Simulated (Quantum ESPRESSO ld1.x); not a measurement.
Question: All-electron atom: Pd37+ in [He] 2s2 2p5. Method: scalar-relativistic Kohn-Sham, LDA (Slater exchange, VWN5 correlation), spin-polarised, spherical densities, point nucleus; open shells are filled with parallel spins first; computed with ld1.x of Quantum ESPRESSO 7.5. Some entries of the table are withheld. Estimate them.

orbital,occ.,eigenvalue (Ry),r(max) (bohr),<r^2> (bohr^2)
1s up,1,-1954.73,0.021,0.001369
1s down,1,-1954.01,0.021,0.001369
2s up,1,-423.648,0.115,0.02127
2s down,1,-422.674,0.115,0.02131
2p up,3,(1),0.092,0.01649
2p down,2,(2),0.092,0.01653

Answer: 
(1) 2p up eigenvalue (Ry): -400.149
(2) 2p down eigenvalue (Ry): -398.979
